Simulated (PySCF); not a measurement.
Unrelated species, one level of theory. The calculation used TDDFT CAM-B3LYP/def2-SVPD, vertical, gas phase, core orbitals frozen in the response (PySCF 2.14.0, density-fitted response routines). Geometries: GFN2-xTB; one conformer of each isolated species. Triplets are in the Tamm–Dancoff approximation. 'Strongest' means the level of largest summed f among the lowest 8 singlets; it needn't be the same kind of state in each. Ions are computed without counter-ions or solvent.

**Question.** Rank by computed lowest singlet excitation energy, highest first.
A. `[H]/P=C\C=C`
B. `C[C@@H]1N[C@H]1CF`
C. `FC[C@]1(C(F)F)CO1`
D. `C=CC[PH+](C)C`
E. `N#CC1=C(C[SiH3])C[SiH2]1`
F. `OC/C=C\C(F)(F)F`

**Answer.** C (8.15 eV), D (7.22 eV), B (6.88 eV), F (6.30 eV), E (5.56 eV), A (4.59 eV).

```csv
SMILES,S1 (eV),LUMO (eV),strongest (eV),HOMO (eV),f (strongest),S1 mainly
FC[C@]1(C(F)F)CO1,8.15,1.22,9.10,-10.12,0.05,H→L (36%)
C=CC[PH+](C)C,7.22,-3.20,7.22,-13.18,0.33,H→L (95%)
C[C@@H]1N[C@H]1CF,6.88,1.39,8.74,-8.68,0.05,H→L (73%)
OC/C=C\C(F)(F)F,6.30,-0.08,7.35,-9.81,0.38,H→L (78%)
N#CC1=C(C[SiH3])C[SiH2]1,5.56,-0.24,5.56,-8.60,0.32,H→L (92%)
[H]/P=C\C=C,4.59,-1.08,4.69,-7.92,0.55,H-1→L (97%)
```

H and L stand for HOMO and LUMO.

Mean S1 by what the SMILES shows (count): single bonds only 7.51 eV (2); a double or triple bond but no aromatic ring 5.92 eV (4).
